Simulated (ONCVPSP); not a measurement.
## Ir (Z = 77): excitation energies, all-electron against ONCV

ONCVPSP 4.0.1 input, shortened (lines: element, Z, core and valence counts, functional; n l f; lmax; l rc ep ncon nbas qcut; lloc lpopt rc5 dvloc0; l nproj debl; icmod fcfact rcfact), PBEsol, fully relativistic:

```
  Ir 77.00   10    4  -116133      upf
    1    0    2.00
    2    0    2.00
    2    1    6.00
    3    0    2.00
    3    1    6.00
    3    2   10.00
    4    0    2.00
    4    1    6.00
    4    2   10.00
    4    3   14.00
    5    0    2.00
    5    1    6.00
    5    2    7.00
    6    0    1.00
    2
    0    1.90    0.00    4    9    5.20
    1    1.60    0.00    4    7    7.30
    2    1.50    0.00    4    9    7.30
    4    5    1.30    2.00
    0    2    3.90
    1    2    2.90
    2    2    1.80
    1    0.15    0.00
```

Open shells are filled in proportion to 2j + 1.

Energies are relative to the spin-unpolarised reference configuration 5s2 5p6 5d7 6s1; without spin polarisation the order of configurations can differ from experiment.

| valence configuration | charge | ΔE all-electron (eV) | error AE − PS (meV) |
| --- | --- | --- | --- |
| 5s2 5p6 5d7 6s2 | 0 | -9.937 | -3.1 |
| 5s2 5p6 5d7 6s0 | +2 | 17.502 | -6.2 |
| 5s2 5p6 5d6 6s0 | +3 | 48.071 | -7.7 |

What are ΔE and the potential's error for 5s2 5p6 5d5 6s0?

ΔE = 91.659 eV all-electron; the error (AE − PS) is -23 meV.

Levels in the configuration 5s2 5p6 5d6 6s0:

| level | all-electron (eV) | pseudo (eV) |
| --- | --- | --- |
| 5s j=1/2 | -129.342 | -129.482 |
| 5p j=3/2 | -82.245 | -82.283 |
| 5p j=1/2 | -96.047 | -96.102 |
| 5d j=5/2 | -36.314 | -36.320 |
| 5d j=3/2 | -37.772 | -37.779 |
